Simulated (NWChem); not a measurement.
System: AlNH3Cl2 cation, singlet

Output (shortened):

```
             Northwest Computational Chemistry Package (NWChem) 7.3.0
             --------------------------------------------------------

                             Geometry "geometry" -> ""
                             -------------------------

 Output coordinates in angstroms (scale by  1.889725989 to convert to a.u.)

  No.       Tag          Charge          X              Y              Z
 ---- ---------------- ---------- -------------- -------------- --------------
    1 Al                  13.0000    -0.02863300    -0.00005800     0.00242800
    2 Cl                  17.0000     0.72628600    -1.90290500     0.00315900
    3 Cl                  17.0000     0.70268500     1.91207600     0.00434300
    4 N                    7.0000    -2.01563200    -0.01679700    -0.00485100
    5 H                    1.0000    -2.40141800    -0.20519200    -0.93980300
    6 H                    1.0000    -2.41851100     0.87958800     0.29656900
    7 H                    1.0000    -2.40456400    -0.74542200     0.60765400

 Effective nuclear repulsion energy (a.u.)     250.6703679929

  xc_inp: hfexch multiplicative factor not found.

                                 NWChem DFT Module
                                 -----------------

 Summary of "ao basis" -> "ao basis" (spherical)
 ------------------------------------------------------------------------------
       Tag                 Description            Shells   Functions and Types
 ---------------- ------------------------------  ------  ---------------------
 Al                          6-31g*                  8       18   4s3p1d
 Cl                          6-31g*                  8       18   4s3p1d
 N                           6-31g*                  6       14   3s2p1d
 H                           6-31g*                  2        2   2s

            General Information
            -------------------
          SCF calculation type: DFT
          Wavefunction type:  closed shell.
          No. of atoms     :     7
          No. of electrons :    56
           Alpha electrons :    28
            Beta electrons :    28
          Charge           :     1
          Spin multiplicity:     1
          Use of symmetry is: off; symmetry adaption is: off
          Maximum number of iterations: 150
          AO basis - number of functions:    74
                     number of shells:    36
          Convergence on energy requested:  1.00D-06
          Convergence on density requested:  1.00D-05
          Convergence on gradient requested:  5.00D-04

              XC Information
              --------------
                     Hartree-Fock (Exact) Exchange  1.000

      Superposition of Atomic Density Guess
      -------------------------------------

 Sum of atomic energies:       -1216.54825200

 Renormalizing density from      57.00 to     56

      Non-variational initial energy
      ------------------------------

 Total energy =   -1204.287867
 1-e energy   =   -2142.666353
 2-e energy   =     687.708119
 HOMO         =      -0.738272
 LUMO         =      -0.306346

     ---------------------------------------------
      Total Density - Mulliken Population Analysis
     ---------------------------------------------

    Atom       Charge   Shell Charges
 -----------   ------   -------------------------------------------------------
    1 Al  13    11.79   2.00  2.00  5.99  0.73  0.75  0.06  0.05  0.21
    2 Cl  17    17.34   2.00  2.00  5.99  1.49  4.07  0.43  1.35  0.01
    3 Cl  17    17.34   2.00  2.00  5.99  1.49  4.07  0.43  1.35  0.01
    4 N    7     8.12   2.00  0.82  2.67  0.83  1.79  0.01
    5 H    1     0.47   0.37  0.09
    6 H    1     0.47   0.38  0.10
    7 H    1     0.47   0.37  0.10

   convergence    iter        energy       DeltaE   RMS-Dens  Diis-err
 ---------------- ----- ----------------- --------- --------- ---------
 d= 0,ls=0.0,diis     1  -1216.8634432051 -1.47D+03  1.61D-02  9.21D-01
 d= 0,ls=0.0,diis     2  -1216.9840055093 -1.21D-01  4.36D-03  9.90D-02
 d= 0,ls=0.0,diis     3  -1216.9987603688 -1.48D-02  8.14D-04  2.75D-03
 d= 0,ls=0.0,diis     4  -1216.9993524033 -5.92D-04  1.94D-04  1.52D-04
 d= 0,ls=0.0,diis     5  -1216.9993906897 -3.83D-05  5.29D-05  7.30D-06
  Resetting Diis
 d= 0,ls=0.0,diis     6  -1216.9993929034 -2.21D-06  1.48D-05  6.34D-07
 d= 0,ls=0.0,diis     7  -1216.9993930715 -1.68D-07  3.66D-06  8.31D-08

         Total DFT energy =    -1216.999393071450
      One electron energy =    -2171.795240877352
           Coulomb energy =      784.986482240924
    Exchange-Corr. energy =      -80.861002427967
 Nuclear repulsion energy =      250.670367992944

 Numeric. integr. density =        0.000000000000

                       DFT Final Molecular Orbital Analysis
                       ------------------------------------

 Vector   26  Occ=2.000000D+00  E=-6.567113D-01
              MO Center=  6.4D-01,  3.3D-02,  4.4D-03, r^2= 4.6D+00
   Bfn.  Coefficient  Atom+Function         Bfn.  Coefficient  Atom+Function
  ----- ------------  ---------------      ----- ------------  ---------------
    43      0.485540  3 Cl px                25      0.477033  2 Cl px
    47      0.251409  3 Cl px                29      0.246201  2 Cl px
    39     -0.187603  3 Cl px                21     -0.184320  2 Cl px
    26      0.108613  2 Cl py                44     -0.106806  3 Cl py
    57      0.101210  4 N  px                61      0.099620  4 N  px

 Vector   27  Occ=2.000000D+00  E=-6.461368D-01
              MO Center=  6.8D-01,  3.2D-03,  4.1D-03, r^2= 4.6D+00
   Bfn.  Coefficient  Atom+Function         Bfn.  Coefficient  Atom+Function
  ----- ------------  ---------------      ----- ------------  ---------------
    27      0.502510  2 Cl pz                45     -0.502304  3 Cl pz
    31      0.283001  2 Cl pz                49     -0.282420  3 Cl pz
    23     -0.194631  2 Cl pz                41      0.194526  3 Cl pz
    15     -0.085021  1 Al d -1

 Vector   28  Occ=2.000000D+00  E=-6.435345D-01
              MO Center=  6.6D-01, -2.4D-02,  3.3D-03, r^2= 4.7D+00
   Bfn.  Coefficient  Atom+Function         Bfn.  Coefficient  Atom+Function
  ----- ------------  ---------------      ----- ------------  ---------------
    25      0.446607  2 Cl px                43     -0.441826  3 Cl px
    26      0.252332  2 Cl py                29      0.249680  2 Cl px
    47     -0.247171  3 Cl px                44      0.245191  3 Cl py
    21     -0.172116  2 Cl px                39      0.170268  3 Cl px
    30      0.130053  2 Cl py                48      0.126246  3 Cl py

 Vector   29  Occ=0.000000D+00  E=-1.206019D-01
              MO Center= -5.1D-01, -1.4D-02,  1.8D-01, r^2= 5.2D+00
   Bfn.  Coefficient  Atom+Function         Bfn.  Coefficient  Atom+Function
  ----- ------------  ---------------      ----- ------------  ---------------
    10      1.438387  1 Al s                 60     -0.705227  4 N  s
    46     -0.387840  3 Cl s                 28     -0.382814  2 Cl s
    48      0.248261  3 Cl py                30     -0.245481  2 Cl py
    11     -0.219509  1 Al px                70      0.192338  5 H  s
     2     -0.178916  1 Al s                 44      0.175367  3 Cl py

 Vector   30  Occ=0.000000D+00  E=-1.154504D-01
              MO Center= -3.0D-02,  8.7D-03, -1.9D-01, r^2= 4.5D+00
   Bfn.  Coefficient  Atom+Function         Bfn.  Coefficient  Atom+Function
  ----- ------------  ---------------      ----- ------------  ---------------
    13      0.760319  1 Al pz                 9      0.505902  1 Al pz
    31     -0.273979  2 Cl pz                49     -0.274262  3 Cl pz
    45     -0.192017  3 Cl pz                27     -0.189621  2 Cl pz
     5     -0.171283  1 Al pz                10     -0.140679  1 Al s
    70      0.112503  5 H  s                 74     -0.112532  7 H  s

[...]

                     NWChem Electrostatic Potential Fit Module
                     -----------------------------------------

 Atom parameters

 Number of atoms is                                    7
 Number of basis functions is                         74

 Grid parameters

 Maximum number of grid points is                  33604
 Number of grid points is                          33603
 Grid range                                     0.300000 nm
 Grid spacing                                   0.020000 nm
 Probe radius                                   0.070000 nm
 Atom radius factor                             1.000000

 Atomic radii

    1    0.100000
    7    0.140000
   13    0.195000
   17    0.169000
 FASTESP  F
  using M.O. file = ./job.movecs

    Atom              Coordinates                           Charge

                                                  ESP

    1 Al   -0.002863   -0.000006    0.000243    0.964970
    2 Cl    0.072629   -0.190291    0.000316   -0.206055
    3 Cl    0.070269    0.191208    0.000434   -0.202330
    4 N    -0.201563   -0.001680   -0.000485   -0.558668
    5 H    -0.240142   -0.020519   -0.093980    0.341010
    6 H    -0.241851    0.087959    0.029657    0.327556
    7 H    -0.240456   -0.074542    0.060765    0.333517
                                            ------------
                                                1.000000

 Dipole moment                                  0.926739

 Quadrupole moment Qxx                          9.164037
                   Qyy                        -12.542583
                   Qzz                          3.378547

 RMS deviation kJ/mol                           0.082370

 RRMS %                                         3.540683
```

Level: Hartree-Fock/6-31G* (spherical d). Low-valent species are run as closed-shell singlets; no triplet was tried in these runs. Structure relaxed at the B3LYP/6-31G* (spherical d) level.

Q: Reconstruct the input file.

A: This is not unique; one that fits is the input that was run:
```
start job
memory heap 200 mb stack 900 mb global 1100 mb
charge 1
geometry units angstroms noautosym nocenter noautoz
  Al    -0.028633    -0.000058     0.002428
  Cl     0.726286    -1.902905     0.003159
  Cl     0.702685     1.912076     0.004343
  N     -2.015632    -0.016797    -0.004851
  H     -2.401418    -0.205192    -0.939803
  H     -2.418511     0.879588     0.296569
  H     -2.404564    -0.745422     0.607654
end
basis spherical
  Al library 6-31g*
  Cl library 6-31g*
  N library 6-31g*
  H library 6-31g*
end
dft
  xc hfexch
  iterations 150
  mulliken
end
task dft energy
esp
  recalculate
  probe 0.07
  range 0.3
  factor 1.0
  spacing 0.02
end
task esp
```
